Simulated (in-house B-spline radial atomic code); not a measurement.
P2+: [Ne] 3s2 3p1 (with a hole in an inner shell)

Computed with an all-electron radial atomic-structure program (B-spline basis): Dirac-Hartree-Fock, average of configuration, Fermi nucleus of rms radius 3.1889 fm.

Screening seen three ways: the hydrogenic charge with the same mean radius, Z_r = [3n² - l(l+1)]/(2<r>), the one with the same energy, Z_e = n√(-2ε), and Slater's rules. Values are occupation-weighted means over j.

```
shell  electrons   ε (eV)  <r> (bohr)    Z_r    Z_e  Slater
   1s          2  -2207.3      0.1034  14.51  12.74   14.70
   2s          2  -229.43      0.5127  11.70   8.21   10.85
   2p          6  -170.83      0.4824  10.37   7.09   10.85
   3s          2  -38.598       1.764   7.65   5.05    5.50
   3p          1  -29.664       1.984   6.30   4.43    5.50
```

The least bound orbital is 3p3/2 at -29.64 eV, and it is also the most diffuse (<r> = 1.985 bohr).

Spin-orbit splittings of the orbital energies (j = l + 1/2 above j = l - 1/2 when positive): 2p 0.963 eV, 3p 0.07356 eV.

For the 1s electron the small component carries 0.284 % of the norm, the zero-frequency Breit interaction raises the level by 1.409 eV, self-energy by 0.6107 eV, and vacuum polarisation lowers it by 0.03915 eV.
